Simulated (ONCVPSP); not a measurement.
# Transferability test, ONCV potential for gallium

gallium (Ga), optimised norm-conserving Vanderbilt (ONCV), made with ONCVPSP 4.0.1 (PW91, scalar-relativistic). Core [Ar], reference 3d10 4s1.75 4p1.25. Waves: 4s: rc 1.50 bohr, ncon 3, nbas 7, qcut 3.4 1/bohr, 2 projectors, debl 3.6 Ha; 4p: rc 2.80 bohr, ncon 5, nbas 9, qcut 2.8 1/bohr, 2 projectors, debl 3.2 Ha; 3d: rc 0.85 bohr, ncon 4, nbas 9, qcut 15 1/bohr, local. Local part: the d channel. Core correction: Teter function, fcfact 2.5, rcfact 1.2.

Energies are relative to the spin-unpolarised reference configuration 3d10 4s1.75 4p1.25; without spin polarisation the order of configurations can differ from experiment.

```
valence configuration  charge  ΔE all-electron (eV)  error AE − PS (meV)
         3d10 4s2 4p1       0                -1.612                 +0.5
          3d9 4s2 4p1      +1                26.178                 -278
```

(1) What are ΔE and the potential's error for 3d10 4s2 4p0?

(2) What are ΔE and the potential's error for 3d10 4s1 4p0?

Levels in the configuration 3d10 4s2 4p0:

| level | all-electron (eV) | pseudo (eV) |
| --- | --- | --- |
| 3d | -27.533 | -27.530 |
| 4s | -16.426 | -16.437 |

Note: ghosts flagged at negative energy: s at -317.7 eV, p at -87.5 eV; GHOST(+) flagged for s at 165.9 eV. A true bound ghost makes a file unfit for plane-wave use.

Answers

(1) ΔE = 4.135 eV all-electron; the error (AE − PS) is -1.0 meV.

(2) ΔE = 25.358 eV all-electron; the error (AE − PS) is -12 meV.
